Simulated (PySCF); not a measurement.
## Identify the compound

An unknown has the formula C5H7NOSi. Its calculated NMR data are:

$^{1}$H NMR (300 MHz, computed): δ 9.05 (d, 2H), 7.62 (d, 2H), 5.40 (s, 2H), 1.33 (br s, 1H).

$^{13}$C{$^{1}$H} NMR (computed): δ 155.4 (CH), 150.6 (C), 133.4 (CH).

Computational details: structure optimised with GFN2-xTB, σ from GIAO-PBE0/pcSseg-1, in PySCF 2.14 (averaged over atoms made equivalent by symmetry, fast rotation or ring inversion, in vacuum, one computed conformer, relativity neglected).

δ = σ(ref) − σ, references computed at the same level: TMS for $^{1}$H, $^{13}$C.

Q: Which of these isomers gave the spectra?
A. C=CO[SiH2]/C=C/C#N
B. [SiH3]Oc1ccccn1
C. O[SiH2]c1ccncc1

A: C. 

- Rings plus π bonds: 4 (1 ring in the answer).
- 3 carbon signals for 5 carbons: some carbons are equivalent by symmetry or fast rotation.
- Carbon types of the structure: 1 × C, 4 × CH, leaving 3 H on heteroatoms.
- δC 155.4: aromatic CH next to a ring nitrogen; the adjacent pyridine-type nitrogen withdraws density from it.
- δC 150.6: substituted aromatic carbon.
- δC 133.4: aromatic CH; the aromatic region.
- δH 9.05: hydrogen on an aromatic CH next to a ring nitrogen; ring current plus the neighbouring ring nitrogen.
- δH 1.33: hydrogen on an oxygen bonded to Si; exchangeable; this is the value without hydrogen bonding to other molecules.

The others: [SiH3]Oc1ccccn1 would give 5 carbon signals, not 3; C=CO[SiH2]/C=C/C#N would give 5 carbon signals, not 3.

OH/NH shifts are gas-phase values; hydrogen bonding in solution moves them, usually downfield. Shifts are as computed. Against solution values, carbons near 30 ppm lie about +3 ppm off and those near 130 ppm about +5 ppm. Of 1211 compounds with measured shifts, 218 miss one by over three times the rms of a fit or turn the order of signals round; such compounds aren't used in these exercises. Multiplicities follow the n + 1 count of equivalent neighbours, as no J values were calculated; m marks all less simple cases, F and P coupling included.
